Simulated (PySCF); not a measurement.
Geometry (Å), atoms numbered from 1 in this order:
```xyz
26

C     1.8624    1.7480   -0.7782
Al    1.4239   -0.1157   -0.2407
C     1.9955   -0.6897    1.5770
C     1.4152   -1.5009   -1.6680
P    -1.0198    0.0946    0.1594
C    -1.8196   -1.4739    0.6488
C    -1.9973    0.6624   -1.2764
C    -1.4687    1.2601    1.4931
H     1.6214    2.4896    0.0037
H     1.3497    2.0635   -1.7039
H     2.9449    1.8489   -0.9750
H     1.5320   -1.6388    1.8993
H     3.0874   -0.8552    1.6046
H     1.7791    0.0657    2.3529
H     0.9775   -2.4593   -1.3380
H     0.8717   -1.1824   -2.5750
H     2.4471   -1.7276   -1.9915
H    -1.3464   -1.8433    1.5704
H    -2.9010   -1.3527    0.8152
H    -1.6513   -2.2204   -0.1413
H    -3.0699    0.7381   -1.0403
H    -1.8547   -0.0439   -2.1074
H    -1.6229    1.6453   -1.5980
H    -1.0877    2.2596    1.2366
H    -2.5573    1.3117    1.6481
H    -0.9802    0.9401    2.4251
```

Geometry: PBE0-D3(BJ)/def2-SVP; GIAO absolute shieldings from PySCF, gas phase, non-relativistic, averaged over equivalent atoms.

At PBE0/pcSseg-0 (116 basis functions, 14 s wall time on 1 thread of an Arm Neoverse V2, shared host):
```
                              atoms  σ (ppm)
                           C6/C7/C8    182.3
                           C1/C3/C4    204.0
                                Al2    382.9
                                 P5    457.4
H18/H19/H20/H21/H22/H23/H24/H25/H26    31.82
 H9/H10/H11/H12/H13/H14/H15/H16/H17    33.57
```

Question: Predict the values at PBE0/cc-pVDZ on the same geometry.

Answer: 
```
                              atoms  σ at PBE0/cc-pVDZ  change
                           C6/C7/C8              185.5    +3.2
                           C1/C3/C4              207.3    +3.3
                                Al2              461.9   +79.0
                                 P5              444.4   -13.0
H18/H19/H20/H21/H22/H23/H24/H25/H26              30.22   -1.60
 H9/H10/H11/H12/H13/H14/H15/H16/H17              32.11   -1.46
```

The largest change is at Al2 (aluminium bonded to 3 C, P). Cost: 210 basis functions, 35 s wall time on 1 thread of an Arm Neoverse V2, shared host.
